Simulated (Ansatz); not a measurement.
Cost and result for the atomization energy of H8N2Si2Sn (`[NH2][Sn][N]([SiH3])[SiH3]`) (13 atoms, 12 bonds).

Cartesian coordinates in Å:
```
N 1.2993 -0.1476 -2.3531
Sn 1.8893 0.6911 -0.6186
N 0.1543 0.2236 0.4329
Si 0.0214 0.8157 2.0487
Si -1.1162 -0.7547 -0.2050
H 0.3959 -0.5357 -2.5805
H 1.9049 -0.1552 -3.1596
H 1.2716 1.5657 2.3654
H -1.1338 1.7401 2.2220
H -0.1327 -0.2812 3.0453
H -2.2568 -0.7770 0.7538
H -1.6186 -0.2266 -1.5061
H -0.6786 -2.1580 -0.4452
```

The species carries charge 0 and has multiplicity 1. Correlated methods include outer-core shells of Sn, which these sets cover unevenly. Sn: def2 effective core potential. The geometry is a stationary point of PBE0-D4/def2-TZVP. It is one conformer, not always the lowest. Program: Ansatz. All runs use 2 threads of an AMD EPYC 7R13 on a shared host and a share of an NVIDIA H100 80 GB. Times are those of one run each, without the atoms' runs, and a repeat can differ threefold. Electronic energies, without spin–orbit coupling; frozen cores. CCSD(T)/CBS adds CCSD(T) − MP2 in def2-TZVPP to the MP2 limit, and its time is that of the two runs behind it. T1 = 0.016. With those shells the extrapolation isn't a true limit. B3LYP takes the VWN-RPA correlation (the form of Gaussian; ORCA's B3LYP/G).

CCSD(T)/CBS is a level of theory with its own doubt, some kJ/mol a heavy atom from the limit and from the frozen cores, so smaller differences don't rank the functionals.

```tsv
level	functions	wall time	atomization (kJ/mol)	difference from CCSD(T)/CBS	per bond
B2PLYP/def2-TZVPP	308	6.5 s	4012.8	-78.4	-6.5
PBE-D4/def2-TZVPP (with forces)	308	7 s	4075.2	-16.0	-1.3
ωB97M-V/def2-TZVPP (with forces)	308	8 s	4073.9	-17.3	-1.4
PBE0-D4/def2-TZVPP	308	8.5 s	4010.0	-81.2	-6.8
CCSD(T)/def2-TZVPP	308	11 s	3946.9	-144.3	-12.0
r2SCAN-D4/def2-TZVPP (with forces)	308	11 s	4038.0	-53.2	-4.4
ωB97X-V/def2-TZVPP	308	11 s	4103.7	12.5	1.0
MP2/def2-QZVPP	576	11 s	4044.3	-46.9	-3.9
B3LYP-D4/def2-TZVPP (with forces)	308	13 s	4085.6	-5.6	-0.5
CCSD(T)/CBS(def2)	–	22 s	4091.2	0.0	0.0
```

The D4 term adds +66.0 kJ/mol with B3LYP and +34.7 kJ/mol with PBE0; it sums over pairs of atoms, weighted by their polarisabilities, and B3LYP, whose exchange is more repulsive, gets the larger term. From PBE to PBE0 (25 % exact exchange), in def2-TZVPP and without D4, the atomization energy moves by −59.5 kJ/mol: exact exchange takes away binding that semilocal exchange gives to molecules. In def2-TZVPP, CCSD(T) changes the Hartree–Fock value by +1124.4 kJ/mol (the triples alone add +62.7 kJ/mol) and MP2 by +1134.2 kJ/mol; breaking electron pairs costs correlation energy, which Hartree–Fock lacks.

Spin–orbit coupling would lower the free Sn atoms strongly, and the atomization energy with them, by more than many differences here. For some Ge, Se and Sn compounds the MP2-based and the directly extrapolated limit differ by 10 to 25 kJ/mol.
